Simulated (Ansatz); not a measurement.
## Which isomer of BClH6OSi2 gives these data?

These gas-phase data were calculated for one isomer of BClH6OSi2 at B3LYP-D3(BJ)/def2-SVP (harmonic, unscaled wavenumbers; equilibrium rotational constants with average atomic masses):

| Item | Value |
| --- | --- |
| rotational constants | 2.343, 1.98, 1.222 GHz |
| all wavenumbers above 1500 cm⁻¹ | 2638, 2528, 2261, 2243, 2231, 2221 |

Candidates:

(1) `BO[Si@H]([SiH3])Cl`, a singlet
(2) `[SiH3]OB([SiH3])Cl`, a singlet

Task: Which structure fits?

Result: Candidate (1). The band at 2638 cm⁻¹ lies where the B–H stretch is expected; (2) has no mode between 2350 and 2900 cm⁻¹.

The same quantities for all candidates:

```tsv
	rotational constants (GHz)	wavenumbers above 1500 cm⁻¹	E above the lowest, B3LYP-D3(BJ)/def2-SVP (kcal/mol)
(1)	2.343, 1.98, 1.222	2638, 2528, 2261, 2243, 2231, 2221	0.0
(2)	3.229, 1.373, 0.986	2274, 2264, 2256, 2221, 2212, 2211	0.4
```

Harmonic stretches to hydrogen usually lie a few per cent above observed fundamentals. Each candidate is one conformer. Programs: Ansatz 0.2.0.
